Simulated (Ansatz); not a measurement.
`BrBB1C=C1` + `BNC` → `CNBBr` + `BB1C=C1` at 298.15 K and 1 bar (redistribution).

Program: Ansatz. Geometries: PBE0-D4/def2-TZVP. ΔE: electronic, gas phase. CCSD(T)/CBS adds triple-zeta CCSD(T) − MP2 to the extrapolated MP2 energy (def2 sets, frozen cores). For Br outer-core shells are correlated without core-valence functions, which leaves a few kJ/mol of doubt a bond. Scalar relativity is left out up to krypton. Each species was taken in one conformer, which may not be the lowest.

```csv
species,CCSD(T)/CBS energy (Eh),H − E (kJ/mol),S (J/(mol·K))
`BrBB1C=C1`,-2700.77914,142.2,330.9
`BNC`,-121.18426,215.2,268.0
`CNBBr`,-2693.95268,198.6,314.0
`BB1C=C1`,-128.00789,156.6,277.6
```

H − E and S are ideal-gas, rigid-rotor, harmonic terms from PBE0-D4/def2-TZVP, for one conformer and one mirror image of each species. 1 Eh = 2625.50 kJ/mol, R = 8.31446 J/(mol·K).

Question: By hand: ΔE, ΔH, ΔS and ΔG.

Answer: ΔE = (-2693.95268) + (-128.00789) − (-2700.77914) − (-121.18426) = 0.00283 Eh = 7.4 kJ/mol. Δ(H − E) = 198.6 + 156.6 − 142.2 − 215.2 = -2.2, so ΔH = 5.2 kJ/mol. ΔS = 314.0 + 277.6 − 330.9 − 268.0 = -7.3 J/(mol·K). ΔG = 5.2 − 298.15 × (-7.3)/1000 = 7.4 kJ/mol.

Question: By hand: the equilibrium constant, and the temperature at which ΔG would vanish if ΔH and ΔS stayed fixed.

Answer: log₁₀ K = −ΔG/(RT ln 10) = -1.3. ΔH and −TΔS have one sign here, so there is no such temperature. One of them is within its doubt of zero, so this could turn.

TΔS isn't small against ΔH here. A doubt of 5 kJ/mol in ΔE shifts log₁₀ K by 0.9 here. Other conformers and mirror images would add mixing entropy, several J/(mol·K) or more a flexible species. These are equilibria of isolated gas molecules and say nothing of rates. Largest T1 diagnostic: 0.013 (customary marks: 0.02 for closed shells, 0.045 for open ones).
